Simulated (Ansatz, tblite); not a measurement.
Cost and result up the ladder for Ga₈As₈H₂₂, a nanocrystal cut from wurtzite GaAs (hydrogen-capped) (38 atoms). Total charge 0; singlet. Geometry: PBE-D4/def2-SVP.

```tsv
atom	x (Å)	y (Å)	z (Å)
Ga1	-3.9721	1.8184	1.8725
As2	-3.6989	-0.6906	2.2240
As3	-1.9975	2.0324	0.3450
Ga4	0.1566	1.6097	1.4847
Ga5	-1.8986	-2.0727	1.1786
As6	0.1811	-0.8717	1.7910
As7	2.0370	2.0212	-0.0686
Ga8	4.2793	1.7957	1.0266
Ga9	2.0868	-2.0836	0.7703
As10	4.0692	-0.7118	1.4283
Ga11	-2.3729	0.8059	-1.7597
As12	-2.0334	-1.5910	-1.2374
As13	-0.3121	1.3378	-3.0822
Ga14	1.9711	0.7937	-2.2048
Ga15	-0.2774	-2.7400	-2.6324
As16	1.7314	-1.6016	-1.6231
H17	-3.6491	2.4859	3.2637
H18	-5.3045	1.9908	1.0464
H19	-3.6617	-1.0099	3.7157
H20	-5.0103	-1.4080	1.9179
H21	-1.9343	3.5019	-0.0700
H22	0.2998	2.3686	2.8608
H23	-1.9436	-3.5915	1.5947
H24	0.3345	-1.0937	3.2941
H25	1.8990	3.4912	-0.4631
H26	4.2492	2.4646	2.4539
H27	5.4173	1.9608	-0.0528
H28	2.2071	-3.6029	1.1697
H29	4.3327	-1.0313	2.8970
H30	5.2875	-1.4364	0.8638
H31	-3.6895	1.1639	-2.5483
H32	-3.3598	-2.2204	-1.6582
H33	-0.3403	2.8303	-3.3987
H34	-0.4599	0.8241	-4.5099
H35	3.1024	1.1448	-3.2443
H36	-0.2410	-4.2655	-2.2349
H37	-0.4268	-2.1816	-4.1065
H38	2.9414	-2.2380	-2.3039
```

Ansatz on 4 threads of AMD EPYC 7R13 on a shared host and a share (37 GiB) of an NVIDIA H100 80GB HBM3; xTB runs through tblite on one thread. Times are rough, summed over both states, and most runs start from the orbitals of an earlier one. PBE0-D4/def2-SVP serves as the yardstick here, not as an exact answer. The other state is a triplet.

The xTB rows come from tblite. Single mean-field runs in def2-SVP are fitted with def2-universal-jkfit.

xTB has no spin-polarisation term.

```csv
level,functions,vertical triplet (eV),difference from PBE0-D4/def2-SVP (eV)
GFN2-xTB,166,4.25,-0.31
PBE0-D4/def2-SVP (with forces),622,4.56,0.00
GFN1-xTB,188,4.03,-0.54
PBE-D4/def2-SVP (with forces),622,3.86,-0.70
```

**Question.** Estimate how long each takes.

**Answer.** GFN2-xTB 0.51 s; GFN1-xTB 0.55 s; PBE-D4/def2-SVP (with forces) 16 s; PBE0-D4/def2-SVP (with forces) 39 s. On shared hardware such times vary by a factor of up to 3.
